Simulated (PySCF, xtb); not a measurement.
C4H5FSi, SMILES C#C/C=C\[SiH2]F.

xtb 6.7.1 with GFN2-xTB at its own geometry gives an orbital gap of 3.69 eV and a dipole moment of 2.04 D.

Geometry: ωB97X-D3(BJ)/def2-SVP. The structure was generated by enumeration; whether it is a known compound was not checked. One conformer was computed; it need not be the lowest.

Problem. What does B3LYP/def2-TZVP run with PySCF give? (Estimate from the structure and the level; the computed values follow.)

Solution. gap 5.50 eV (levels -7.32 and -1.82 eV), dipole 1.83 D.
